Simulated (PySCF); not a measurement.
Quadrupolar nuclei of `COC[SiH2][Si]([SiH3])([SiH3])Cl` in NMR

Species: C2H13ClOSi4.
Z-matrix (Å and degrees, GFN2-xTB geometry), rows numbered from 1:
```
C 
O   1  1.4014
C   2  1.4285  1  113.16
Si  3  1.9144  2  109.95  1   -83.21
Si  4  2.3410  3  100.06  2   -39.16
Si  5  2.3496  4  116.45  3    75.04
Si  5  2.3506  4  111.93  3   -58.30
Cl  5  2.1126  4  103.62  3  -171.02
H   1  1.0961  2  111.86  3    61.58
H   1  1.0883  2  106.76  3  -178.93
H   1  1.0974  2  110.98  3   -59.82
H   3  1.0943  2  109.85  1    42.97
H   3  1.0914  2  105.04  1   157.93
H   4  1.4709  3  106.28  2  -164.85
H   4  1.4753  3  108.54  2    84.60
H   6  1.4637  5  109.81  4   -86.09
H   6  1.4696  5  113.83  4    33.82
H   6  1.4662  5  113.02  4   154.61
H   7  1.4629  5  109.59  4    71.23
H   7  1.4679  5  113.04  4   -47.95
H   7  1.4663  5  113.48  4  -169.04
```

Computed at PBE0/pcSseg-1 (PySCF, non-relativistic):

| atom | environment | nucleus | spin I | Q (b) | CQ = χzz (MHz) | η |
| --- | --- | --- | --- | --- | --- | --- |
| O2 | ether oxygen | 17O | 5/2 | -0.0256 | 12.211 | 0.965 |
| Cl8 | silicon-bound chlorine | 35Cl | 3/2 | -0.0817 | -45.312 | 0.035 |

Problem. Recover the principal values of the field gradient from CQ = 234.96 MHz × Q × Vzz, η = (Vxx − Vyy)/Vzz and a zero trace.

Solution. The tensor is traceless, so η fixes the two smaller values:

```
atom  Vxx (au)  Vyy (au)  Vzz (au)  Vzz (10²¹ V/m²)
  O2     0.035     1.995    -2.030           -19.73
 Cl8    -1.139    -1.221     2.360            22.94
```

Problem. At 28.2 T, set νQ = 3|CQ|/[2I(2I − 1)] beside the Larmor frequency (|g| × 7.62259 MHz/T × B; g(17O) = −0.75752, g(35Cl) = 0.54792), and give PQ = |CQ|√(1 + η²/3).

Solution. 
```
atom  PQ (MHz)  νQ (MHz)  ν0 (MHz)  νQ/ν0
  O2     13.98     1.832    162.83  0.011
 Cl8     45.32     22.66    117.78  0.192
```

For O2: PQ = 12.21 × 1.1448, νQ = 12.21 × 0.1500, ν0 = 5.7742 MHz/T × 28.2 T.

Problem. For half-integer spins with νQ below a tenth of ν0, find the second-order shift of the centre of gravity of the central transition at 28.2 and 35.2 T.

Solution. From −(3/40)(PQ/ν0)²[I(I + 1) − 3/4]/[I(2I − 1)]², which goes as 1/B² (ppm):

```tsv
site	28.2 T	35.2 T
17O at O2	-44.2	-28.4
```

Solvent, lattice and vibrations would change these gradients. The structure is a single GFN2-xTB conformer in the gas phase; no vibrational or solvent corrections. GFN2-xTB bond lengths can be off by several hundredths of an ångström, more for odd bonds, and the gradients follow them. The basis is small and wasn't made for field gradients, so the couplings can be 20 % off.
